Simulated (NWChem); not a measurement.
SnCl$_{4}$; SMILES [Cl][Sn]([Cl])([Cl])[Cl]

def2 effective core potentials on Sn; no spin-orbit coupling.

Problem. Give the equilibrium geometry at PBE0/def2-SVP with def2 effective core potentials on Sn (NWChem) as a Z-matrix, with the point group.

Solution. point group Td; any orientation.
```
Sn
Cl 1 2.3166
Cl 1 2.3166 2 109.47
Cl 1 2.3166 2 109.47 3 -120.00
Cl 1 2.3166 2 109.47 3 120.00
```
